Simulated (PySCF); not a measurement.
**Diatomic cations of Sr with group 12**

PBE0 with double-zeta basis sets in PySCF, for the lowest determinant that a PBE0 search found; no spin–orbit coupling. De refers to high-spin ground-configuration atoms (the charge goes to the atom of lower measured ionisation energy or higher electron affinity, which is not always the lowest computed limit). A positive dipole points towards Sr; it is taken about the centre of mass and depends on that origin.

| M | basis | charged atom | state (unpaired electrons) | Re (Å) | ωe (cm⁻¹) | De (eV) | μ (D) |
| --- | --- | --- | --- | --- | --- | --- | --- |
| Zn | def2-SVP | Sr+ | doublet (σ ↑) | 3.408 | 94.8 | 0.51 | 3.15 |
| Cd | def2-SVP | Sr+ | doublet (σ ↑) | 3.555 | 75.6 | 0.44 | 5.86 |
| Hg | def2-SVP | Sr+ | doublet (σ ↑) | 3.501 | 64.3 | 0.32 | 8.70 |

The shortest bond is that of SrZn⁺ (3.408 Å), the longest that of SrCd⁺ (3.555 Å).

Down a group the atoms grow and get heavier, so bonds lengthen and wavenumbers fall; the exceptions here are the shorter bond at Hg. Relativity and the filled 4f shell contract the atoms of the sixth period.

Weak bonds: SrCd⁺, SrHg⁺. Basis-set superposition, not corrected here, can be much of De in a small basis, most of all at correlated wavefunction levels. Spin–orbit coupling is left out. For an ion De counts to the pair picked by the measured ionisation energies or electron affinities, which need not be the lowest pair at this level. States were picked by a PBE0 search and need not be the measured ground states.
